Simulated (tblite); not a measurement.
Run record: tight-binding relaxation, `C#C[SiH2]C[C]=[N-]` [radical].

Computed with GFN2-xTB geometry optimisation, gas phase (tblite 0.8.0). Start geometry: from a force field or distance geometry. The command runs a driver script over a list of jobs; the input below is this job's line of settings and its coordinates in Å.

Command:
```bash
OMP_NUM_THREADS=1 python probes_run.py task.json out
```

Input:
```
{"job": {"kind": "relax", "xc": "GFN2-xTB", "basis": "xTB"}, "charge": -1, "multiplicity": 2}
C      2.813900    -0.536300     0.238000
C      1.729800     0.017300     0.102400
Si     0.129700     0.842200    -0.105500
C     -1.243400    -0.389800    -0.515100
C     -1.787300    -0.863900     0.802900
N     -2.650800    -0.224500     1.482400
H      3.745100    -1.024100     0.358500
H      0.262700     1.737500    -1.269000
H     -0.272400     1.554500     1.105200
H     -0.744900    -1.214500    -1.080700
H     -1.977000     0.104500    -1.145000
```

Output:
```
step      E/eV     max force
  0    -428.07545    5.698
  1    -428.10161    8.713
  2    -428.43772    2.087
  3    -428.52289    1.795
  4    -428.81246    2.644
  5    -428.89845    0.636
  6    -428.94420    0.916
  7    -429.00981    1.179
  8    -429.06682    0.903
  9    -429.12230    0.918
... (80 lines left out)
 90    -429.44389    0.036
 91    -429.44406    0.057
 92    -429.44430    0.071
 93    -429.44456    0.055
 94    -429.44476    0.072
 95    -429.44487    0.061
 96    -429.44494    0.058
 97    -429.44499    0.030
 98    -429.44501    0.018
 99    -429.44502    0.006
```

«max force» is the largest atomic force in eV/Å.

Problem. From which step on does the largest force stay under 0.1 eV/Å, and how much energy is left to gain from there?

Solution. From step 82 (0.087 eV/Å), 2.3 meV above the end.

In short: energy lowered by 31.6 kcal/mol over 99 steps; largest atomic force 0.006 eV/Å at the end.

Problem. Give the final coordinates.

Solution. 0.364 Å rms from the input after alignment:
```
atom  x, y, z in Å
C1     2.7224   -0.5272    0.5203
C2     1.6952   -0.1303   -0.0781
Si3    0.2503    0.9686   -0.1060
C4    -1.2103   -0.2793   -0.4790
C5    -1.8281   -0.6692    0.7237
N6    -2.3199   -0.9605    1.7291
H7     3.5333   -1.2139    0.3892
H8     0.4316    1.8034   -1.3432
H9    -0.5225    1.9607    0.7408
H10   -0.8096   -1.1560   -0.9880
H11   -1.9370    0.2062   -1.1347
```

Hardware: one thread of an INTEL XEON PLATINUM 8581C at 2.10 GHz, shared host with 80 logical CPUs at a one-minute load of 18. Cost: 0.49 s wall.
Labels such as C1 count atoms from 1, the log's own numbers from 0.
